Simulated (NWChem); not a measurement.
**Dipole moment of ClLi**

SMILES: [Li][Cl]
```xyz
2

Li     0.0000     0.0000    -1.7006
Cl     0.0000     0.0000     0.3001
```
Charge 0, spin multiplicity 1.

The numbers come from NWChem runs, not from measurements. The geometry was optimised at B3LYP/def2-SVP, a minimum by its harmonic frequencies.

Basis set: aug-cc-pVDZ. The CCSD dipole comes from the Λ equations, without orbital relaxation.

```json
[
 {"method": "PBE", "dipole moment (D)": "6.76", "difference from CCSD": "-0.30"},
 {"method": "HF", "dipole moment (D)": "7.20", "difference from CCSD": "+0.14"},
 {"method": "B3LYP", "dipole moment (D)": "6.87", "difference from CCSD": "-0.20"},
 {"method": "BHandHLYP", "dipole moment (D)": "7.00", "difference from CCSD": "-0.06"},
 {"method": "CCSD", "dipole moment (D)": "7.06", "difference from CCSD": "0.00"}
]
```

The values span 0.44 D, from PBE (lowest) to HF (highest). 

The correlated methods keep 5 core orbitals frozen. B3LYP has NWChem's definition, with VWN1-RPA local correlation. The structure started from a generated list of species. No row is a measurement; the coupled-cluster row has its own basis-set and correlation limits.
